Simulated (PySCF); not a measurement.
Species: C4H8OSi.
SMILES with atom numbers: `[CH3:1][C:2](=[O:3])[SiH:4]1[CH2:5][CH2:6]1` (hydrogens: H7, H8, H9 on C1; H10 on Si4; H11, H12 on C5; H13, H14 on C6)

The same species was optimised twice, with GFN2-xTB and with PBE0-D3(BJ)/def2-SVP (PySCF), and the same property calculations (PySCF, gas phase) were run on both structures.

```
      coordinate  GFN2-xTB  PBE0-D3(BJ)/def2-SVP  change
      Si4–C5 (Å)     1.893                 1.871  -0.022
      Si4–C6 (Å)     1.893                 1.871  -0.022
      C2–Si4 (Å)     1.899                 1.916  +0.017
       C1–C2 (Å)     1.505                 1.507  +0.002
       C2=O3 (Å)     1.212                 1.211  -0.001
       C5–C6 (Å)     1.527                 1.526  -0.001
   C2–Si4–C5 (°)     118.5                 119.3    +0.8
   C5–Si4–C6 (°)      47.6                  48.1    +0.5
   C2–Si4–C6 (°)     118.5                 119.0    +0.5
   C1–C2–Si4 (°)     118.8                 119.2    +0.4
   Si4–C6–C5 (°)      66.2                  65.9    -0.3
   O3–C2–Si4 (°)     118.7                 118.4    -0.3
   Si4–C5–C6 (°)      66.2                  66.0    -0.2
    C1–C2–O3 (°)     122.5                 122.4    -0.1
C1–C2–Si4–C5 (°)       -28                   -27      +1
```

Rotational constants: A = 5432, B = 1908, C = 1607 MHz (GFN2-xTB) against A = 5424, B = 1896, C = 1601 MHz (PBE0-D3(BJ)/def2-SVP).

On the GFN2-xTB structure: lowest singlet, TDDFT (eV) 3.54 [B3LYP/def2-SVPD]; lowest triplet, Tamm–Dancoff (eV) 2.92 [B3LYP/def2-SVPD]; isotropic polarisability (au) 80.2 [B3LYP/def2-SVPD]; HOMO (eV) -6.77 [B3LYP/def2-SVPD]; LUMO (eV) -1.60 [B3LYP/def2-SVPD]; dipole (D) 2.87 [B3LYP/def2-SVPD]; HOMO (eV) -6.93 [PBE0/pcSseg-1]; LUMO (eV) -1.27 [PBE0/pcSseg-1]; dipole (D) 2.73 [PBE0/pcSseg-1]; GIAO shielding of C1 (ppm) 150.6 [PBE0/pcSseg-1]; GIAO shielding of C2 (ppm) -56.3 [PBE0/pcSseg-1]; GIAO shielding of O3 (ppm) -530.4 [PBE0/pcSseg-1]; GIAO shielding of Si4 (ppm) 496.5 [PBE0/pcSseg-1]; GIAO shielding of C5/C6 (mean) (ppm) 186.0 [PBE0/pcSseg-1].

What do these properties become on the PBE0-D3(BJ)/def2-SVP structure?

```json
{"property": "lowest singlet, TDDFT (eV)", "level": "B3LYP/def2-SVPD", "on GFN2-xTB": "3.54", "on PBE0-D3(BJ)/def2-SVP": "3.56", "change": "+0.02"}
{"property": "lowest triplet, Tamm–Dancoff (eV)", "level": "B3LYP/def2-SVPD", "on GFN2-xTB": "2.92", "on PBE0-D3(BJ)/def2-SVP": "2.94", "change": "+0.02"}
{"property": "isotropic polarisability (au)", "level": "B3LYP/def2-SVPD", "on GFN2-xTB": "80.2", "on PBE0-D3(BJ)/def2-SVP": "81.1", "change": "+0.9"}
{"property": "HOMO (eV)", "level": "B3LYP/def2-SVPD", "on GFN2-xTB": "-6.77", "on PBE0-D3(BJ)/def2-SVP": "-6.77", "change": "0.00"}
{"property": "LUMO (eV)", "level": "B3LYP/def2-SVPD", "on GFN2-xTB": "-1.60", "on PBE0-D3(BJ)/def2-SVP": "-1.58", "change": "+0.02"}
{"property": "dipole (D)", "level": "B3LYP/def2-SVPD", "on GFN2-xTB": "2.87", "on PBE0-D3(BJ)/def2-SVP": "2.85", "change": "-0.02"}
{"property": "energy, GFN2-xTB geometry as zero (kcal/mol)", "level": "B3LYP/def2-SVPD", "on GFN2-xTB": "0.0", "on PBE0-D3(BJ)/def2-SVP": "-1.1", "change": "-1.1"}
{"property": "HOMO (eV)", "level": "PBE0/pcSseg-1", "on GFN2-xTB": "-6.93", "on PBE0-D3(BJ)/def2-SVP": "-6.93", "change": "0.00"}
{"property": "LUMO (eV)", "level": "PBE0/pcSseg-1", "on GFN2-xTB": "-1.27", "on PBE0-D3(BJ)/def2-SVP": "-1.24", "change": "+0.03"}
{"property": "dipole (D)", "level": "PBE0/pcSseg-1", "on GFN2-xTB": "2.73", "on PBE0-D3(BJ)/def2-SVP": "2.71", "change": "-0.02"}
{"property": "energy, GFN2-xTB geometry as zero (kcal/mol)", "level": "PBE0/pcSseg-1", "on GFN2-xTB": "0.0", "on PBE0-D3(BJ)/def2-SVP": "-1.0", "change": "-1.0"}
{"property": "GIAO shielding of C1 (ppm)", "level": "PBE0/pcSseg-1", "on GFN2-xTB": "150.6", "on PBE0-D3(BJ)/def2-SVP": "149.0", "change": "-1.6"}
{"property": "GIAO shielding of C2 (ppm)", "level": "PBE0/pcSseg-1", "on GFN2-xTB": "-56.3", "on PBE0-D3(BJ)/def2-SVP": "-55.4", "change": "+0.9"}
{"property": "GIAO shielding of O3 (ppm)", "level": "PBE0/pcSseg-1", "on GFN2-xTB": "-530.4", "on PBE0-D3(BJ)/def2-SVP": "-526.8", "change": "+3.6"}
{"property": "GIAO shielding of Si4 (ppm)", "level": "PBE0/pcSseg-1", "on GFN2-xTB": "496.5", "on PBE0-D3(BJ)/def2-SVP": "488.5", "change": "-8.0"}
{"property": "GIAO shielding of C5/C6 (mean) (ppm)", "level": "PBE0/pcSseg-1", "on GFN2-xTB": "186.0", "on PBE0-D3(BJ)/def2-SVP": "185.9", "change": "-0.1"}
```

The heavy atoms differ by 0.019 Å rms after alignment. Among bonds between heavy atoms Si4–C5 and Si4–C6 change most and about equally (-0.022 Å). Changes are differences of the printed values. Neither structure is proved a minimum here.

Shape of the structure used: `[CH3:1][C:2](=[O:3])[SiH:4]1[CH2:5][CH2:6]1`: C1–C2–Si4–C5 -27°.
